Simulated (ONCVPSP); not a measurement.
Ca, ONCV: configuration errors across variants

- Element: Ca (Z = 20)
- Generator: ONCVPSP 4.0.1
- Type: optimised norm-conserving Vanderbilt (ONCV)
- Functional: PBE
- Relativity: scalar-relativistic
- Frozen core: [Ne]
- Valence charge: 10
- Reference configuration: 3s2 3p6 4s1 4p1
- Partial waves: 3s+4s: rc 2.20 bohr, ncon 4, nbas 8, qcut 6.1 1/bohr, 2 projectors; 3p+4p: rc 2.50 bohr, ncon 4, nbas 9, qcut 6.4 1/bohr, 2 projectors; d scattering state at 0.08 Ha: rc 2.20 bohr, ncon 4, nbas 7, qcut 4.7 1/bohr, local
- Local potential: the d channel
- Core correction: none

In the d channel the program set the typed energies aside and used -0.111 Ha.

All-electron excitation energies from the reference (eV): (1) 3s2 3p6 4s2 4p0 -2.422; (2) 3s2 3p6 4s1 4p0 3.888; (3) 3s2 3p6 4s0 4p0 15.708; (4) 3s2 3p6 4s0 4p2 2.530.

A true bound ghost makes a file unfit for plane-wave use even where its test errors are small: the radial tests pick states by their node count and pass the ghost by.

Errors AE − PS in meV (a dash: test not solved or not reliable):

| change | (1) | (2) | (3) | (4) | bound ghosts | GHOST(+) flags above zero |
| --- | --- | --- | --- | --- | --- | --- |
| base | -0.5 | -0.4 | -2.2 | -0.3 | s | none |
| all radii scaled by about 0.78 (s 1.72, p 1.96, d 1.72 bohr) | 0.0 | -0.1 | -0.8 | 0.0 | s | none |
| all radii scaled by about 0.86 (s 1.90, p 2.16, d 1.90 bohr) | -0.1 | -0.2 | -1.2 | -0.1 | s | none |
| all radii scaled by about 0.93 (s 2.04, p 2.32, d 2.04 bohr) | -0.2 | -0.2 | -1.6 | -0.2 | s | none |
| all radii scaled by about 1.06 (s 2.32, p 2.64, d 2.32 bohr) | -0.7 | -0.5 | -3.0 | -0.5 | s | none |
| all radii scaled by about 1.20 (s 2.64, p 3.00, d 2.64 bohr) | -2.0 | -1.2 | -9.4 | -1.7 | s | none |
| all radii scaled by about 1.26 (s 2.78, p 3.16, d 2.78 bohr) | -2.5 | -1.7 | -12 | -1.9 | s | none |
| all radii scaled by about 1.33 (s 2.92, p 3.32, d 2.92 bohr) | -3.0 | -2.4 | -16 | -2.1 | s | none |

Problem. Give the same row for: all radii scaled by about 1.10 (s 2.42, p 2.76, d 2.42 bohr).

Solution. -1.1, -0.7, -4.5, -0.9; bound ghosts: s; GHOST(+) flags above zero: none.
